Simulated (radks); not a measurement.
The numbers below are computed, except where a source is named.
Question: The mean radii <r> (bohr) of the occupied orbitals of an atom or ion are listed with their occupations. Code: a radial shooting solver on a logarithmic mesh with Libxc functionals. Model: Dirac Kohn-Sham, PBE, spin-unpolarised, spherical densities, finite nucleus; Fermi nuclear charge, rms radius of each element as measured or else 0.836 A^(1/3) + 0.57 fm.

orbital  occ.      <r>
1s1/2       2  0.03515
2s1/2       2   0.1508
2p1/2       2   0.1282
2p3/2       4   0.1326
3s1/2       2   0.3681

Name the element and its charge. Open shells, if any, are shared by 2j + 1.

Answer: Z = 42, molybdenum, charge +30: Mo30+ in [Ne] 3s2. The 1s radius gives Z: for a bare nucleus <r> = (2 gamma + 1)/(2Z) with gamma = sqrt(1 - (Z/c)^2), 0.03457 bohr for Z = 42, and screening makes it slightly larger (0.03515 here). The occupations add up to 12, and the charge is Z minus that.
